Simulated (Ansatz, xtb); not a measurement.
Molecule: sum formula HS₂O, charge 0, multiplicity 2. It need not be the lowest isomer of its formula. 
Coordinates optimised at B3LYP-D3(BJ)/def2-TZVP (Ansatz, an electronic-structure program):
SMILES: OS[S]
```xyz
4

S      1.2760     0.2484     0.2598
S     -0.3936    -0.6010    -0.1748
O     -1.6115     0.5309    -0.1755
H     -1.2265     1.3947     0.0453
```
Charge 0, spin multiplicity 2.

Harmonic wavenumbers from GFN2-xTB (xtb, at its own minimum), cm⁻¹: 56, 270, 646, 692, 970, 3527.

Task: Give the harmonic wavenumbers at B3LYP-D3(BJ)/def2-TZVP (Ansatz, finite differences of forces, unscaled).

Result: 150, 292, 647, 731, 1114, 3708 cm⁻¹. Zero-point energy 9.5 kcal/mol.

Task: From these and the geometry, give the ideal-gas thermochemistry at 298.15 K and 1 atm (rigid rotor, harmonic oscillator).

Result: Point group Cs, rotational symmetry number 1. Rotational constants 24.62, 4.891, 4.081 GHz. S(trans) 39.09, S(rot) 24.00, S(vib) 4.85, S(elec, spin only) 1.38, S 69.3 cal/(mol K). H(298) - H(0) 3.21 kcal/mol; G - E(el) -8.0 kcal/mol.
